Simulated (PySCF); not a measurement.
# Radial density of C⁺ (carbon, charge +1)

UHF, [He] 2s2 2p1, 2P determinant. Calculation: PySCF 2.14, in cc-pVDZ; no relativity, point nucleus.

| r (bohr) | 4πr²ρ (e/bohr) | 4πr²(ρα − ρβ) |
| --- | --- | --- |
| 0.00555 | 0.04618 | 0.0000 |
| 0.00933 | 0.1255 | 0.0001 |
| 0.0157 | 0.3277 | 0.0002 |
| 0.0264 | 0.8175 | 0.0005 |
| 0.0444 | 1.865 | 0.0013 |
| 0.0747 | 3.693 | 0.0033 |
| 0.126 | 5.741 | 0.0092 |
| 0.211 | 6.018 | 0.0345 |
| 0.355 | 3.383 | 0.1325 |
| 0.598 | 1.384 | 0.3772 |
| 1.01 | 2.009 | 0.6587 |
| 1.69 | 1.474 | 0.4520 |
| 2.85 | 0.2322 | 0.0694 |
| 4.79 | 0.006390 | 0.0034 |
